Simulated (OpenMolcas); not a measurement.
Al+: input and output

Input:

```
&GATEWAY
Coord
1

Al 0.0 0.0 0.0
Basis=ANO-RCC-VDZP
Group=XYZ
NoMove
AngMom=0.0 0.0 0.0
AMFI
&SEWARD
&RASSCF
FileOrb=start.orb
Symmetry=1
Spin=3
nActEl=2 0 0
Inactive=2 3
Ras2=1 3
CIRoot=3 3 1
SDav=3
CIMx=300
Iter=120 100
PrWF=0.3
OrbListing=Nothing
MaxOrb=0
Atom
>>> COPY $Project.JobIph JOB001
&RASSCF
FileOrb=start.orb
Symmetry=1
Spin=1
nActEl=2 0 0
Inactive=2 3
Ras2=1 3
CIRoot=7 7 1
SDav=7
CIMx=300
Iter=120 100
PrWF=0.3
OrbListing=Nothing
MaxOrb=0
Atom
>>> COPY $Project.JobIph JOB002
&RASSCF
FileOrb=start.orb
Symmetry=2
Spin=3
nActEl=2 0 0
Inactive=2 3
Ras2=1 3
CIRoot=3 3 1
SDav=3
CIMx=300
Iter=120 100
PrWF=0.3
OrbListing=Nothing
MaxOrb=0
Atom
>>> COPY $Project.JobIph JOB003
&RASSCF
FileOrb=start.orb
Symmetry=2
Spin=1
nActEl=2 0 0
Inactive=2 3
Ras2=1 3
CIRoot=3 3 1
SDav=3
CIMx=300
Iter=120 100
PrWF=0.3
OrbListing=Nothing
MaxOrb=0
Atom
>>> COPY $Project.JobIph JOB004
&RASSI
NrOfJobIphs=4 3 7 3 3
1 2 3
1 2 3 4 5 6 7
1 2 3
1 2 3
IphNames
JOB001
JOB002
JOB003
JOB004
EJob
SpinOrbit
DIPRint=1.0
SOCoupling=1000.0
Subsets=2
MEES
Property=10
'ANGMOM' 1 'ANGMOM' 2 'ANGMOM' 3 'MLTPL  1' 1 'MLTPL  1' 2 'MLTPL  1' 3
'AMFI' 1 'AMFI' 2 'AMFI' 3 'MLTPL  2' 6
SOProperty=3
'ANGMOM' 1 'ANGMOM' 2 'ANGMOM' 3
```

A driver script runs the steps one by one and writes start.orb anew before each from the orbitals found so far.

Output, cut to the results:

```
--- SEWARD ---
Basis set label: AL.ANO-RCC...4S3P1D.

      Electronic valence basis set:
      ------------------
      Associated Effective Charge  13.000000 au
      Associated Actual Charge     13.000000 au
      Nuclear Model: Point charge

      Shell  nPrim  nBasis  Cartesian Spherical Contaminant
         s      17       4        X
         p      12       3        X
         d       5       1                 X
                  Relativistic Douglas-Kroll-Hess integrals:
                    - DKH order of Hamiltonian: 2
                    - DKH order of Properties : 0
                  Atomic mean-field integrals
--- RASSCF ---
Wave function specifications:
      -----------------------------

      Number of closed shell electrons          10
      Number of electrons in active shells       2
      Max number of holes in RAS1 space          0
      Max nr of electrons in RAS3 space          0
      Number of inactive orbitals                5
      Number of active orbitals                  4
      Number of secondary orbitals               9
      Spin quantum number                      1.0
      State symmetry                             1
Orbital specifications:
      -----------------------

      Symmetry species                           1   2
                                                ag  au
      Frozen orbitals                            0   0
      Inactive orbitals                          2   3
      Active orbitals                            1   3
      RAS1 orbitals                              0   0
      RAS2 orbitals                              1   3
      RAS3 orbitals                              0   0
      Secondary orbitals                         6   3
      Deleted orbitals                           0   0
      Number of basis functions                  9   9
      Number of CSFs                             3
      Number of root(s) required                 3
      Iter CI   SX   CI       RASSCF       Energy    max ROT     max BLB   max BLB  Level Ln srch  Step   QN
          iter iter root      energy       change     param      element    value   shift minimum  type update
 Nr of preliminary CI iterations:   1
 ###############################################################################
 ###############################################################################
 ###                                                                         ###
 ###                                                                         ###
 ###    WARNING: Problems in orbital optimization.                           ###
 ###                                                                         ###
 ###                                                                         ###
 ###############################################################################
 ###############################################################################
  Warning: In symmetry  1, orbital p=   3 has diagonal density matrix element D(p,p) close to zero. D(p,p)=  0.000000E+00
        1   1    2    0  -241.70905268    0.00E+00   9.72E-08    2   4 1 -1.16E-06   0.50   0.00    SX    NO
        ...
 ###############################################################################
 ###############################################################################
  Warning: In symmetry  1, orbital p=   3 has diagonal density matrix element D(p,p) close to zero. D(p,p)=  0.000000E+00
        4   1    1    0  -241.70905268   -1.42E-13   0.00E+00    2   4 1 -2.58E-08   0.50   0.00    SX    NO
      Convergence after  4 iterations
        5   1    1    0  -241.70905268    1.99E-13   0.00E+00    2   4 1 -2.58E-08   0.50   0.00    SX    NO
      Natural orbitals and occupation numbers for root  1
      sym 1:   0.000000
      sym 2:   1.000000   1.000000   0.000000
      Natural orbitals and occupation numbers for root  2
      sym 1:   0.000000
      sym 2:   1.000000   0.000000   1.000000
      Natural orbitals and occupation numbers for root  3
      sym 1:   0.000000
      sym 2:   0.000000   1.000000   1.000000
::    RASSCF root number  1 Total energy:   -241.70905268
::    RASSCF root number  2 Total energy:   -241.70905268
::    RASSCF root number  3 Total energy:   -241.70905268
--- RASSCF ---
Wave function specifications:
      -----------------------------

      Number of closed shell electrons          10
      Number of electrons in active shells       2
      Max number of holes in RAS1 space          0
...
--- RASSI ---
SPIN-FREE ENERGIES:
  (Shifted by EMIN (a.u.) =       -242.1381794515)

 SF State       Relative EMIN(au)   Rel lowest level(eV)    D:o, cm**(-1)      L_eff

     4             0.0000000000        0.0000000000              0.0000         0.0
    11             0.1664976166        4.5306309543          36542.0030         1.0
    12             0.1664976166        4.5306309543          36542.0030         1.0
    13             0.1664976166        4.5306309543          36542.0030         1.0
    14             0.3026403853        8.2352644179          66421.8870         1.0
    15             0.3026403853        8.2352644179          66421.8870         1.0
    16             0.3026403853        8.2352644179          66421.8870         1.0
     2             0.4291267708       11.6771343098          94182.4398         1.0
     3             0.4291267708       11.6771343098          94182.4398         1.0
     1             0.4291267708       11.6771343098          94182.4398         1.0
     8             0.4649821693       12.6528094052         102051.7902         2.0
     9             0.4649821693       12.6528094052         102051.7902         2.0
     5             0.4649821693       12.6528094052         102051.7902         2.0
     6             0.4649821693       12.6528094052         102051.7902         2.0
     7             0.4649821693       12.6528094052         102051.7902         2.0
    10             0.5469201899       14.8824565327         120035.1071         0.0
     Dipole printing threshold changed to   1.00000000E+00

++ Dipole transition strengths (spin-free states):
   -----------------------------------------------
     for osc. strength at least  1.00000000E+00

  ( Max oscillator strength is only   0.64886004738873537      )
--
Eigenvalues of complex Hamiltonian:
   -----------------------------------
  (Shifted by EMIN (a.u.) =       -242.1381794515)

...
```

Levels above the lowest, from the spin-orbit matrix, grouped by J:

```csv
Configuration,Term,J,E (cm⁻¹),Measured (cm⁻¹),g,Term weight %
3s²,¹S,0,0.0,0.0,,100
3s 3p,³P°,0,36439,37393,,100
3s 3p,³P°,1,36491,37454,1.501,100
3s 3p,³P°,2,36593,37578,1.501,100
3s 3p,¹P°,1,66422,59852,1.000,100
3p²,³P,0,94081,94085,,100
3p²,³P,1,94132,94147,1.501,100
3p²,³P,2,94232,94269,1.501,100
3p²,¹D,2,102052,85481,1.000,100
3p²,¹S,0,120036,111637,,100
```

Against the 9 measured excited levels shown (NIST Handbook of Basic Atomic Spectroscopic Data) the mean absolute deviation is 3800 cm-1; the largest miss in energy is 3p² ¹D₂: computed 102052, measured 85481 cm⁻¹ (+19.4 %). Levels of one J stand in another order than measured, so their pairing by name is doubtful.

Without dynamic correlation excited terms often stand tens of per cent too high (terms of higher spin than the ground term too low), and those without a measured partner can miss by more than the paired ones. The ¹D term of p² mixes with s d, which this space lacks. Computed and measured levels are paired by configuration, term and J; levels that our copy of the source lacks, or whose pairing is in doubt (as where it misses far off the trend of its configuration), stay unpaired and out of the deviations. Levels of configurations outside the active space are missing.

The term weight is that of the spin-free term in the level, not the purity of its configuration. ° marks odd parity.
